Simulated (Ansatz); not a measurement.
A set of 12 reactions (atomization), with CCSD(T)/CBS values in kJ/mol:

```csv
reaction,ΔE
`F[C]1=[CH][SnH2]1` → 2 C• + F• + 3 H• + Sn•,2309.8
`[F][Zn][GaH2]` → F• + Ga• + 2 H• + Zn (atom),1063.1
`CNBCl` → B• + C• + Cl• + 5 H• + N•,3354.8
`C=C1CC1[SiH3]` → 4 C• + 8 H• + Si•,5033.0
`FB(F)I` → B• + 2 F• + I•,1619.2
`[MgH2]` → 2 H• + Mg (atom),450.5
`[CH3][GaH][GeH2][C]#N` → 2 C• + Ga• + Ge• + 6 H• + N•,3776.6
`B/C=C/CF` → B• + 3 C• + F• + 6 H•,4353.3
`[SH][GeH]([Cl])[Cl]` → 2 Cl• + Ge• + 2 H• + S•,1670.3
`C[B]C`• → B• + 2 C• + 6 H•,3280.2
`CC#CNC` → 4 C• + 7 H• + N•,4842.9
`N=CB(F)S` → B• + C• + F• + 3 H• + N• + S•,3169.0
```

Program: Ansatz. Geometries: PBE0-D4/def2-TZVP. ΔE: electronic, gas phase. CCSD(T)/CBS adds triple-zeta CCSD(T) − MP2 to the extrapolated MP2 energy (def2 sets, frozen cores). Small cases extrapolate CCSD(T) itself. DFT in def2-TZVPP. Open shells (•) are unrestricted, without spin–orbit coupling. Spin–orbit coupling would lower the free atoms: a little for B, C, Cl, F, S, Si; clearly for Ga, Ge; strongly for I, Sn. def2 core potentials past Kr. Bonds to Ga, Ge, I, Mg, Sn, Zn are less sure, by a few kJ/mol each and by 10 to 20 or more in all where they break to atoms, as the def2 sets lack core-valence functions. Scalar relativity is left out up to krypton. Each species was taken in one conformer, which may not be the lowest.

(1) Give the mean, mean absolute and largest difference (level minus CCSD(T)/CBS, kJ/mol) for: r2SCAN-D4, PBE0-D4, ωB97M-V, B2PLYP, PBE0, HF/def2-TZVPP, MP2/def2-TZVPP, SCS-MP2/def2-TZVPP, CCSD/def2-TZVPP, MP2/def2-QZVPP, SCS-MP2/def2-QZVPP, HF/CBS(def2), MP2/CBS(def2), CCSD/CBS(def2). (An estimate is asked.)

The largest T1 diagnostic in the set is 0.017, for Zn (atom) (customary mark 0.02).

CCSD(T)/CBS is a level of theory with its own doubt, and the functionals carry their triple-zeta basis error, so these figures describe this set and don't rank the functionals.

Answers

(1) The calculation gave: 
```json
{"level": "r2SCAN-D4", "mean": "18.9", "mean absolute": "20.8", "largest": "55.4"}
{"level": "PBE0-D4", "mean": "17.1", "mean absolute": "31.2", "largest": "63.0"}
{"level": "ωB97M-V", "mean": "9.2", "mean absolute": "20.1", "largest": "35.9"}
{"level": "B2PLYP", "mean": "-25.6", "mean absolute": "25.6", "largest": "-49.7"}
{"level": "PBE0", "mean": "4.6", "mean absolute": "28.5", "largest": "48.0"}
{"level": "HF/def2-TZVPP", "mean": "-785.3", "mean absolute": "785.3", "largest": "-1346.8"}
{"level": "MP2/def2-TZVPP", "mean": "-17.4", "mean absolute": "26.6", "largest": "55.4"}
{"level": "SCS-MP2/def2-TZVPP", "mean": "-38.1", "mean absolute": "38.1", "largest": "-67.6"}
{"level": "CCSD/def2-TZVPP", "mean": "-118.8", "mean absolute": "118.8", "largest": "-200.6"}
{"level": "MP2/def2-QZVPP", "mean": "25.2", "mean absolute": "29.6", "largest": "82.2"}
{"level": "SCS-MP2/def2-QZVPP", "mean": "10.2", "mean absolute": "13.9", "largest": "28.0"}
{"level": "HF/CBS(def2)", "mean": "-780.9", "mean absolute": "780.9", "largest": "-1340.5"}
{"level": "MP2/CBS(def2)", "mean": "54.5", "mean absolute": "57.5", "largest": "100.2"}
{"level": "CCSD/CBS(def2)", "mean": "-47.4", "mean absolute": "47.4", "largest": "-76.8"}
```
